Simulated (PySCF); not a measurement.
C₂H₂F₂, SMILES F/C=C/F. Atoms are numbered in the order given.

```xyz
6

F      0.1268    -1.7698     0.0000
C     -0.3959    -0.5364     0.0000
C      0.3959     0.5364     0.0000
F     -0.1268     1.7698     0.0000
H     -1.4875    -0.5009     0.0000
H      1.4875     0.5009     0.0000
```

Geometry optimised at TPSSh-D3(BJ)/def2-SVP.

Calculation: PBE0/def2-TZVPD (PySCF).

ESP charges are fitted to the potential on shells at 1.4 to 2.0 van der Waals radii. Atomic charges (e):

```json
[
 {"atom": "F1", "ESP fit": "-0.13", "meta-Löwdin": "[?]"},
 {"atom": "C2", "ESP fit": "-0.07", "meta-Löwdin": "[?]"},
 {"atom": "C3", "ESP fit": "-0.07", "meta-Löwdin": "[?]"},
 {"atom": "F4", "ESP fit": "-0.13", "meta-Löwdin": "[?]"},
 {"atom": "H5", "ESP fit": "0.20", "meta-Löwdin": "[?]"},
 {"atom": "H6", "ESP fit": "0.20", "meta-Löwdin": "[?]"}
]
```

**Question.** What belongs in the gaps? (Estimate from the structure and the level; the computed values follow.)

**Answer.** 
- F1, meta-Löwdin: -0.25
- C2, meta-Löwdin: 0.12
- C3, meta-Löwdin: 0.12
- F4, meta-Löwdin: -0.25
- H5, meta-Löwdin: 0.13
- H6, meta-Löwdin: 0.13
